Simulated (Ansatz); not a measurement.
Basis sets compared for the cluster Tl2F (the lowest doublet isomer of a short search). Charge 0, multiplicity 2. Geometry PBE0-D4/def2-TZVP. Ansatz on 4 threads of Arm Neoverse V2 on a shared host; times are rough, and most runs start from earlier orbitals.

```xyz
3

Tl   -1.0664    1.3991    0.1436
Tl    0.2707   -1.5247   -0.8470
F     0.7957    0.1256    0.7034
```

In the def2 sets Tl takes a core potential; there is no spin–orbit coupling. The structure comes from a short search, and lower isomers may exist.

Binding counts from free atoms (Tl doublet, F doublet) in the same basis, without a counterpoise term.

```csv
level,functions,energy (Eh),HOMO (eV),LUMO (eV),binding per atom (eV),wall time
PBE-D4/def2-SVP,66,-444.8470,-3.03,-2.47,2.24,0.7 s
PBE-D4/def2-TZVP,131,-444.9855,-3.09,-2.55,2.23,1.6 s
r2SCAN-D4/def2-TZVP,131,-445.1211,-3.34,-2.36,2.15,4 s
PBE0-D4/def2-SVP,66,-444.7665,-3.69,-1.82,2.06,0.95 s
PBE0-D4/def2-TZVP (with forces),131,-444.9011,-3.74,-1.89,2.06,2.2 s
```

Estimate the rows for PBE-D4/def2-TZVPD, r2SCAN-D4/def2-TZVPD, PBE0-D4/def2-TZVPD.


```
               level  functions  energy (Eh)  HOMO (eV)  LUMO (eV)  binding per atom (eV)  wall time
   PBE-D4/def2-TZVPD        152    -444.9874      -3.11      -2.57                   2.23      1.9 s
r2SCAN-D4/def2-TZVPD        152    -445.1227      -3.35      -2.38                   2.16      4.7 s
  PBE0-D4/def2-TZVPD        152    -444.9027      -3.75      -1.92                   2.07      2.5 s
```
